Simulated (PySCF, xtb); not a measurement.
Be(H)(OMe) (CH₄BeO), SMILES [BeH][O]C.

GFN2-xTB run with xtb 6.7.1 at its own geometry gives an orbital gap of 8.00 eV and a dipole moment of 2.06 D.

Geometry: r2SCAN-D4/def2-TZVP.

Question: What does ωB97X/def2-TZVPD run with PySCF give? (Estimate from the structure and the level; the computed values follow.)

Answer: gap 12.58 eV (levels -10.98 and 1.60 eV), dipole 1.64 D.
